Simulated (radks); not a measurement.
Task: These are the eigenvalues of the occupied orbitals of an atom or ion with whole-number occupations (hartree). All-electron calculation, Dirac Kohn-Sham, LDA (Slater exchange, Perdew-Wang correlation), spin-unpolarised, spherical densities, point nucleus. Program: a radial shooting solver on a logarithmic mesh with Libxc functionals.

1s1/2: -1211.155
2s1/2: -188.1183
2p1/2: -176.6642
2p3/2: -165.7004
3s1/2: -38.90830
3p1/2: -34.16427
3p3/2: -32.10168
3d3/2: -23.71129
3d5/2: -23.27705
4s1/2: -7.80383
4p1/2: -6.14569
4p3/2: -5.73917
4d3/2: -3.06730
4d5/2: -3.00335
5s1/2: -1.72097
5p1/2: -1.30973
5p3/2: -1.25501

Which element is it, and in what charge state? The configuration may be excited. Open shells, if any, are shared by 2j + 1.

Result: Z = 53, iodine, charge +3: I3+ in [Kr] 4d10 5s2 5p2. The list shows which subshells hold electrons but not how many an open one holds; the 1s level, -1211.2 hartree, gives Z - s = 49.2 by -(Z - s)^2/2, which with screening and relativity narrows Z to a few neighbours, and the depths of the outer levels then fix element, charge and occupations together.
